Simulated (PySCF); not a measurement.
# Computed properties of CH4MgO, SMILES [CH3][Mg][OH]

Mg(Me)(OH) (CH4MgO), SMILES [CH3][Mg][OH]. Coordinates come from a PBE0-D3(BJ)/def2-TZVP optimisation. The values are those of a single conformer. All values are computed for the isolated molecule unless a solvent is named; none is compared with measurement here.

**Structure.** The optimised structure has C3v symmetry. All 15 harmonic modes at PBE0-D3(BJ)/def2-TZVP (PySCF) are real, so it is a minimum. With heavy atoms numbered as in [Mg:1]([CH3:2])[OH:6], the shortest bond between them is Mg1–O6 at 1.764 Å and the longest Mg1–C2 at 2.073 Å.

**Vibrations.** The strongest infrared lines (harmonic, unscaled, degenerate partners summed) lie at 83 cm⁻¹ (324 km/mol, H 51 %, O 27 %, Mg 19 %), 579 cm⁻¹ (169 km/mol, H 80 %, C 16 %), 818 cm⁻¹ (143 km/mol, Mg 52 %, O 41 %). The softest mode is at 83 cm⁻¹ and the zero-point energy is 29.0 kcal/mol.

**Electronic structure.** CAM-B3LYP/def2-TZVPD (PySCF) places the frontier levels at -8.67 and -0.18 eV, a gap of 8.49 eV, and gives a dipole moment of 0.05 D and a mean polarisability of 42.8 bohr³.

**Excitations.** TDA-ωB97X/def2-SVPD (PySCF) has S1 at 6.11 eV (203 nm, f = 0.240, bright); the most intense of the 10 singlets computed lies at 6.83 eV (f = 0.27). Strengths of degenerate partners are summed. T1 (TDA) is at 5.35 eV, 0.76 eV under S1. No vertical singlet excitation falls in the visible range (under 3.1 eV).

**NMR.** GIAO shifts at PBE0/pcSseg-2 (PySCF) (non-relativistic, atoms alike by connectivity averaged): ¹³C at -28.3 ppm against TMS; ¹H from -1.0 to 0.2 ppm against TMS.
